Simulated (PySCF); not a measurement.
Compound: C₄H₄O₂S.
Numbering: `[O:1]=[S:2]1(=[O:3])[CH:4]=[CH:5][CH:6]=[CH:7]1` (hydrogens: H8 on C4; H9 on C5; H10 on C6; H11 on C7)

Computed, not measured: PBE/def2-SVP geometry optimisation, gas phase (PySCF 2.14.0).

Q: List the bond lengths, angles and torsions at this level.

A: 
```json
{"bond": "O1=S2, S2=O3", "length (Å)": "1.480"}
{"bond": "S2–C4, S2–C7", "length (Å)": "1.810"}
{"bond": "C4=C5, C6=C7", "length (Å)": "1.349"}
{"bond": "C5–C6", "length (Å)": "1.483"}
{"bond": "C4–H8, C7–H11", "length (Å)": "1.097"}
{"bond": "C5–H9, C6–H10", "length (Å)": "1.100"}
```

Bonds in one row agree within 0.01 Å and their mean is given. A selection of angles:
```json
{"angle": "O1–S2–O3", "degrees": "120.1"}
{"angle": "O1–S2–C4", "degrees": "110.5"}
{"angle": "C4–S2–C7", "degrees": "91.9"}
{"angle": "S2–C4–C5", "degrees": "109.6"}
{"angle": "S2–C4–H8", "degrees": "119.9"}
{"angle": "C5–C4–H8", "degrees": "130.6"}
{"angle": "C4–C5–C6", "degrees": "114.5"}
{"angle": "C4–C5–H9", "degrees": "123.9"}
{"angle": "C6–C5–H9", "degrees": "121.6"}
```

Dihedral angles: O1–S2–C4–C5 -113° (anticlinal); S2–C4–C5–C6 0° (synperiplanar); C4–C5–C6–C7 0° (synperiplanar); C5–C6–C7–S2 0° (synperiplanar); O1–S2–C7–C6 113° (anticlinal).

S2 (sulfonyl sulfur) has angles from 91.9° to 120.1°. The 3 C–C bonds span 1.349 Å (C6=C7, drawn double) to 1.483 Å (C5–C6, drawn single), a spread of 0.134 Å. The 5-membered ring S2–C4–C5–C6–C7 has internal angles of 91.9° to 114.5°; it is planar, 0.00 Å rms from its mean plane, widest ring torsion 0°.

Point group: C2v (tolerance 0.08 Å). Stationary, but not proved a minimum.

On one thread, Arm Neoverse V1 (aarch64), no GPU, on a shared host, this took 62 s and 0.52 GiB of memory at its peak. These figures are those of the optimisation.
